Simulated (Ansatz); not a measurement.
All numbers were calculated with Ansatz.

CH₄FISi, SMILES `FC[SiH2]I`. Total charge 0; spin multiplicity 1. I: def2 effective core potential. The structure was optimised at the PBE0-D4/def2-TZVP level. It is one conformer, not always the lowest.

```xyz
8

F     1.770    0.062   -0.805
C     0.833    0.592    0.066
Si   -0.696   -0.514    0.181
I    -1.834   -0.599   -1.970
H     0.566    1.597   -0.275
H     1.294    0.682    1.058
H    -1.618    0.074    1.184
H    -0.315   -1.894    0.562
```

Problem. What is the dipole moment at PBE/def2-TZVPP? (An estimate is asked.)

Solution. The calculation gave: 1.93 D, with components (-0.16, 0.82, 1.74) D in this frame, pointing from negative to positive charge.

Problem. And with r2SCAN, B3LYP, ωB97M-V? (Estimate.)

Solution. The calculation gave: r2SCAN 2.04 D, B3LYP 2.09 D, ωB97M-V 2.13 D.

Problem. Give the Mulliken charges with PBE, r2SCAN, ωB97M-V in def2-TZVPP. (Best estimate.)

Solution. The calculation gave: 
```
atom    PBE  r2SCAN  ωB97M-V
  F1  -0.20   -0.24    -0.23
  C2  -0.02    0.05    -0.07
 Si3   0.24    0.33     0.21
  I4  -0.13   -0.16    -0.13
  H5   0.10    0.07     0.12
  H6   0.10    0.07     0.11
  H7  -0.04   -0.06    -0.01
  H8  -0.03   -0.05     0.00
```

B3LYP here is the variant with VWN-RPA as its local correlation; programs differ in this.
